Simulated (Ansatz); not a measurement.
H$_{2}$OSZn (`[OH][Zn][SH]`). Charge 0, multiplicity 1. All single points use the PBE0-D4/def2-TZVP geometry. It is one conformer, not always the lowest.

```xyz
5

O    -1.281   -0.510   -1.274
Zn   -0.214    0.194   -0.046
S     1.086    1.167    1.362
H    -1.748   -1.306   -1.013
H     2.158    0.455    0.971
```

**Question.** What is the dipole moment at B3LYP/def2-TZVPP? (Best estimate.)

**Answer.** The calculation gave: 1.49 D, with components (0.19, -1.34, 0.61) D in this frame, pointing from negative to positive charge.

**Question.** And with PBE, r2SCAN, ωB97M-V? (Estimate.)

**Answer.** Computed: PBE 1.43 D, r2SCAN 1.48 D, ωB97M-V 1.51 D.

**Question.** Give the Mulliken charges with B3LYP, r2SCAN, PBE in def2-TZVPP. (Best estimate.)

**Answer.** The calculation gave: 
```
atom  B3LYP  r2SCAN    PBE
  O1  -0.50   -0.52  -0.44
 Zn2   0.48    0.49   0.40
  S3  -0.28   -0.29  -0.26
  H4   0.19    0.21   0.19
  H5   0.11    0.11   0.12
```

B3LYP here is the variant with VWN-RPA as its local correlation; programs differ in this.
